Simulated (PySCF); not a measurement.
## Radial density of Er³⁺ (erbium, charge +3)

r2SCAN, [Xe] 4f11, one real determinant. Calculation: PySCF 2.14, in x2c-TZVPPall (11s7p7d4f2g, 113 functions); the spin-free X2C one-electron Hamiltonian (Gaussian nucleus).

```csv
r (bohr),4πr²ρ (e/bohr),4πr²(ρα − ρβ)
0.0246,80.74,0.0028
0.0414,99.71,0.0051
0.0696,120.2,0.0034
0.117,92.26,0.0731
0.197,105.3,0.7208
0.331,49.67,2.9000
0.557,54.84,4.1045
0.937,18.32,2.0010
1.58,6.946,0.3219
2.65,0.4776,-0.0055
4.46,0.0007348,0.0000
7.50,1.077e-05,0.0000
```

Densities and radii are taken from the X2C orbitals without a picture-change correction, which distorts them close to the nucleus.

⟨L²⟩ = 34.01 against 42 for a pure I term, so this real determinant mixes terms. Spin-orbit coupling, absent here, splits the open shell strongly.

**Question.** Where is the radial spin density 4πr²(ρα − ρβ) most negative, and why is it negative at all?

**Answer.** Around r = 2.65 bohr, down to -0.0055 e/bohr: exchange with the open shell polarises the paired shells in an unrestricted calculation.
